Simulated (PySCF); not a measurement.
**Distorted geometries of [Nd(H2S)2]3+**

[Nd(H2S)2]3+ (singlet in the valence; each metal's 4f electrons, 3 of them, lie in its core potential, out of spins and levels). PySCF 2.14.0, RKS r2SCAN, Nd lcecp-1-SVP with ECP49, S def2-SVP, H def2-SVP; non-relativistic Hamiltonian with scalar-relativistic core potentials where named; density fitting; no spin-orbit coupling. Relaxed geometry:

```xyz
7

Nd    1.5051    0.0000    0.0000
S    -0.4040    0.1809    2.1282
H     0.2253    0.0762    3.3435
H    -0.8457    1.4726    2.2707
S    -0.4040   -0.1809   -2.1282
H     0.2253   -0.0762   -3.3435
H    -0.8457   -1.4726   -2.2707
```

**Question.** Order these distorted geometries by energy above the relaxed one, lowest first.
A.
```xyz
7

Nd    1.5351    0.0419    0.0025
S    -0.6719    0.1363    2.0076
H     0.4104   -0.1087    3.3809
H    -0.9842    1.4769    2.4527
S    -0.4866   -0.3334   -2.2229
H     0.4238   -0.0200   -3.1410
H    -0.7702   -1.1930   -2.4798
```
B.
```xyz
7

Nd    1.4975   -0.1957   -0.1779
S    -0.4364    0.2508    2.1187
H     0.1526   -0.0159    3.5849
H    -0.8247    1.4311    2.2440
S    -0.3509   -0.0638   -2.3150
H     0.2359    0.1335   -3.2828
H    -0.8175   -1.5401   -2.1719
```
C.
```xyz
7

Nd    1.4874    0.0455    0.0637
S    -0.2948    0.2634    2.1678
H     0.0801    0.1160    3.2122
H    -0.7942    1.5158    2.1948
S    -0.2426   -0.1861   -1.9572
H     0.0229   -0.1807   -3.3955
H    -0.8024   -1.5739   -2.2859
```

**Answer.** C (1.83 eV), B (2.18 eV), A (6.51 eV).

**Question.** Which forces (eV/Å) act in the one that lies 2.18 eV up?

**Answer.** 
```
Nd  -0.26  0.35  0.73
S    2.61 -4.67  1.72
H   -1.10  0.67 -2.81
H   -1.08  3.83  0.49
S   -5.91 -3.49  9.57
H    4.85  0.78 -8.55
H    0.88  2.53 -1.17
```
Forces carry noise of the integration grid, about 0.01 to 0.03 eV/Å.

No frequency check is given that shows the relaxed geometry to be a minimum. An lcecp potential fixes the number of 4f electrons, so in runs with it no electron can move into or out of that shell.
